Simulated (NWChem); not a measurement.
System meant: C4H5FO; SMILES C=C=C(F)OC

NWChem input:

```
start job
memory heap 200 mb stack 700 mb global 900 mb
geometry units angstroms noautoz
  C      0.666990    -2.235410     0.000000
  C      0.071219    -1.069184     0.000000
  C     -0.540751     0.096215     0.000000
  F     -1.859179     0.201804     0.000000
  O      0.000266     1.314387     0.000000
  C      1.405098     1.378975     0.000000
  H      0.928620    -2.754097     0.932406
  H      0.928620    -2.754097    -0.932406
  H      1.671463     2.442748     0.000000
  H      1.825672     0.891046     0.895582
  H      1.825672     0.891046    -0.895582
end
basis spherical
  C library def2-svp
  F library def2-svp
  O library def2-svp
  H library def2-svp
end
dft
  odft
  mult 2
  xc xpbe96 cpbe96
  iterations 150
  mulliken
end
task dft energy
```

End of the output:

```
 Summary of "ao basis" -> "" (spherical)
 ------------------------------------------------------------------------------
       Tag                 Description            Shells   Functions and Types
 ---------------- ------------------------------  ------  ---------------------
 C                          def2-svp                 6       14   3s2p1d
 F                          def2-svp                 6       14   3s2p1d
 O                          def2-svp                 6       14   3s2p1d
 H                          def2-svp                 3        5   2s1p

  pbe96 is a nonlocal functional; adding pw91lda local functional.

                                 NWChem DFT Module
                                 -----------------

 Summary of "ao basis" -> "ao basis" (spherical)
 ------------------------------------------------------------------------------
       Tag                 Description            Shells   Functions and Types
 ---------------- ------------------------------  ------  ---------------------
 C                          def2-svp                 6       14   3s2p1d
 F                          def2-svp                 6       14   3s2p1d
 O                          def2-svp                 6       14   3s2p1d
 H                          def2-svp                 3        5   2s1p

      Symmetry analysis of basis
      --------------------------

        a'         74
        a"         35

  number of electrons :                   46
  multiplicity        :                    2
 ------------------------------------------------------------------------
  no. of electrons and multiplicity not compatible                  46
 ------------------------------------------------------------------------
 ------------------------------------------------------------------------
  current input line :
    29: task dft energy
 ------------------------------------------------------------------------
 ------------------------------------------------------------------------
 There is an error in the input file
 ------------------------------------------------------------------------
 For more information see the NWChem manual at https://nwchemgit.github.io

0: no. of electrons and multiplicity not compatible:Received an Error in Communication
```

Task: Find the fault in this run and fix the input.

Result: The input was rejected before any calculation. Cause: the multiplicity doesn't fit the number of electrons (an even count wants an odd multiplicity, and the reverse). This input runs:
```
start job
memory heap 200 mb stack 700 mb global 900 mb
geometry units angstroms noautoz
  C      0.666990    -2.235410     0.000000
  C      0.071219    -1.069184     0.000000
  C     -0.540751     0.096215     0.000000
  F     -1.859179     0.201804     0.000000
  O      0.000266     1.314387     0.000000
  C      1.405098     1.378975     0.000000
  H      0.928620    -2.754097     0.932406
  H      0.928620    -2.754097    -0.932406
  H      1.671463     2.442748     0.000000
  H      1.825672     0.891046     0.895582
  H      1.825672     0.891046    -0.895582
end
basis spherical
  C library def2-svp
  F library def2-svp
  O library def2-svp
  H library def2-svp
end
dft
  xc xpbe96 cpbe96
  iterations 150
  mulliken
end
task dft energy
```
It converges to -329.78985 Ha (PBE/def2-SVP).
